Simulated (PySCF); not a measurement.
# Basis set benchmark on one molecule

Molecule: `C=CP(=O)(C=C)C=C`, C₆H₉OP.

Atom-mapped SMILES (the numbers label the heavy atoms): `[CH2:1]=[CH:2][P:3](=[O:4])([CH:5]=[CH2:6])[CH:7]=[CH2:8]`; H(Xn) means a hydrogen on atom n. Ha(C1), Ha(C6), Ha(C8) are cis to P3; Hb(C1), Hb(C6), Hb(C8) are trans to P3.

Geometry PBE0-D3(BJ)/def2-SVP throughout; GIAO in PySCF, gas phase, one conformer, non-relativistic; equivalent atoms averaged; functional PBE0.

Reference values (measured; solution; Yu. Yu. Rusakov, I. L. Rusakova, Phys. Chem. Chem. Phys. 2023, supporting information (pecS-n basis sets for 31P)): δ(P3) = 17.7 ppm vs 85 % H3PO4. Computed shifts are taken against H3PO4, calculated as an isolated molecule at each level.

How do the basis sets STO-3G, 6-31G, 6-31G*, 6-311+G(2d,p) perform against the reference? Times are CPU seconds on 1 thread of an Arm Neoverse V1, shared host.

## Answers


| basis set | functions | P3 | abs. error P | core-s |
| --- | --- | --- | --- | --- |
| STO-3G | 53 | -89.8 | 107.5 | 5.8 |
| 6-31G | 94 | -46.1 | 63.8 | 12 |
| 6-31G* | 134 | -0.3 | 18.0 | 19 |
| 6-311+G(2d,p) | 278 | -11.0 | 28.7 | 56 |

For $^{31}$P the closest is 6-31G* (18.0 ppm) and the furthest STO-3G (107.5 ppm). Where a smaller basis beats a larger one, errors probably cancel. One molecule is a small sample, and vibrational and solvent effects are absent from the calculation.

A small basis that lands close on one nucleus may do so by chance; judge by the trend and by all nuclei.
